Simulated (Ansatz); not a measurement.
`CB(C)BN` + `[NH2][In]([Cl])[Cl]` → `C[NH][In]([Cl])[Cl]` + `CBBN`  (substitution at a C–B bond)

Calculated with Ansatz (gas phase, PBE0-D4/def2-TZVP geometries, no zero-point term in ΔE). CBS: MP2 limit from def2 TZ/QZ plus the TZ coupled-cluster correction, frozen cores. DFT in def2-TZVPP. B3LYP here is the variant with VWN-RPA as its local correlation; programs differ in this. Elements past krypton have def2 core potentials. For In outer-core shells are correlated without core-valence functions, which leaves a few kJ/mol of doubt a bond. Each species was taken in one conformer, which may not be the lowest.

(1) Is it downhill or uphill in electronic energy at CCSD(T)/CBS, and by how much? (An estimate is asked.)

(2) What do these levels give: r2SCAN-D4, PBE0-D4, B3LYP-D4, ωB97X-V, PBE0, MP2/def2-TZVPP, SCS-MP2/def2-TZVPP, CCSD(T)/def2-TZVPP, HF/def2-QZVPP, SCS-MP2/def2-QZVPP, HF/CBS(def2), CCSD/CBS(def2)? (Best estimate.)

Largest T1 diagnostic among the species: 0.013.

Results:

(1) Computed: Uphill: ΔE = +89.9 kJ/mol.

(2) Ansatz gave: r2SCAN-D4 94.2, PBE0-D4 91.5, B3LYP-D4 87.6, ωB97X-V 86.9, PBE0 90.9, MP2/def2-TZVPP 92.1, SCS-MP2/def2-TZVPP 86.5, CCSD(T)/def2-TZVPP 88.9, HF/def2-QZVPP 80.2, SCS-MP2/def2-QZVPP 87.1, HF/CBS(def2) 80.2, CCSD/CBS(def2) 89.0 kJ/mol.

In def2-TZVPP, CCSD(T) changes the Hartree–Fock value by +8.3 kJ/mol (the triples alone add +0.9 kJ/mol) and MP2 by +11.4 kJ/mol.
